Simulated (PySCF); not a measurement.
phosphine (H$_{3}$P), singlet, at a GFN2-xTB geometry. Base run: BLYP/pcseg-1 (PySCF).

The PySCF input:
```python
from pyscf import gto, scf, dft

mol = gto.Mole()
mol.atom = '''
    P    -0.00172480    0.00404332    0.12796810
    H    -0.00586361    1.13365438   -0.67649381
    H     1.01556265   -0.58418525   -0.60844934
    H    -0.98382709   -0.61011888   -0.63457837
'''
mol.basis = 'pcseg-1'
mol.verbose = 4
mol.build()

mf = dft.RKS(mol)
mf.xc = 'blyp'
mf.kernel()
```

The base run was repeated with changes; each row names its change, and settings that it needs were set with it.

| change | ΔE vs base (µEh) | SCF cycles | outcome |
|---|---|---|---|
| base | 0.0 | 7 | converged |
| conv_tol_grad = 1e-7 | 0.0 | 8 | converged |
| init_guess = 1e | 0.0 | 9 | converged |
| diis = off (with mf.max_cycle = 100) | - | 100 | not converged |
| solver = newton; init_guess = 1e | 0.0 | - | converged |
| diis_space = 2 | 0.0 | 12 | converged |
| level_shift = 1.0 (with mf.max_cycle = 100) | 0.0 | 28 | converged |
| init_guess = sap | 0.0 | 8 | converged |
| level_shift = 0.3 (with mf.max_cycle = 100) | 0.0 | 10 | converged |
| conv_tol = 1e-12 | 0.0 | 9 | converged |
| diis_space = 4 | 0.0 | 7 | converged |
| diis = off; damp = 0.6 (with mf.diis_start_cycle = 200; with mf.max_cycle = 150) | 0.0 | 15 | converged |
| level_shift = 0.5 (with mf.max_cycle = 100) | 0.0 | 15 | converged |
